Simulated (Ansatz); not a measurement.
FH3S3Sn, SMILES `[F][Sn]([SH])([SH])[SH]`, relaxed with RKS PBE-D4/def2-SVP in Ansatz from a rough embedded geometry. The force threshold is 0.03 eV/Å; the program also tests the step.

Charge 0, multiplicity 1. Sn takes the def2 core potential.

Start:

```xyz
8

F     2.067   -0.869   -0.619
Sn    0.297   -0.309   -0.101
S     0.303    2.066    0.091
S    -0.380   -1.209    2.035
S    -1.296   -0.975   -1.811
H     1.235    2.061    1.163
H    -1.594   -0.582    2.004
H    -0.632   -0.183   -2.763
```

Problem. By how much does the energy fall, and how many steps does the optimiser take? (An estimate is asked.)

Solution. Computed: 17.91 kJ/mol, in 24 steps, 4 of them rejected.

Problem. Which bonds change most? (Estimate.)

Solution. Ansatz gave: S3–H6 from 1.420 to 1.366 Å; Sn2–S3 from 2.383 to 2.433 Å; S5–H8 from 1.406 to 1.365 Å; F1–Sn2 from 1.928 to 1.966 Å.

Problem. Give the relaxed structure. (Estimate.)

Solution. Ansatz gave: 
```xyz
8

F     1.861   -0.622   -0.280
Sn   -0.057   -0.256   -0.054
S     0.019    2.120    0.464
S    -0.995   -1.562    1.756
S    -1.175   -0.928   -2.094
H     1.383    2.046    0.445
H    -0.787   -0.522    2.616
H    -0.248   -0.275   -2.853
```
